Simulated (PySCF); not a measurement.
Si(H)(NCO)(OH)2 (CH3NO3Si), SMILES O=C=N[SiH](O)O.

Coordinates come from a B3LYP-D3(BJ)/def2-SVP optimisation. The structure was generated by enumeration, and PubChem lists no compound with its InChIKey, so it may never have been made. One conformer was computed; it need not be the lowest.

Two levels are set side by side: PBE/def2-TZVP (PySCF) and CAM-B3LYP/def2-TZVP (PySCF). Same geometry, gas phase. Differences are taken from unrounded values.

```tsv
quantity	PBE
orbital gap (eV)	6.74
highest occupied level (eV)	-7.41
lowest empty level (eV)	-0.67
dipole moment (D)	1.66
mean polarisability (bohr³)	52.1
```

Q: These are the PBE values. What does CAM-B3LYP give? (An estimate is asked for; the answer gives what the named calculation found.)

A: 
```
quantity                     CAM-B3LYP  PBE minus CAM-B3LYP
---------------------------  ---------  -------------------
orbital gap (eV)                 11.45                -4.70
highest occupied level (eV)     -10.29                 2.87
lowest empty level (eV)           1.16                -1.83
dipole moment (D)                 1.67                -0.02
mean polarisability (bohr³)       49.0                  3.1
```

Without exact exchange PBE keeps part of each electron's self-repulsion, which lifts occupied levels and narrows the gap. Loosely held outer electrons make PBE densities more polarisable. Differences between two approximate levels are no errors against the true value.

Rough cost on one machine, each run with all the roots and properties that it gave: CAM-B3LYP against PBE within a factor of 2.
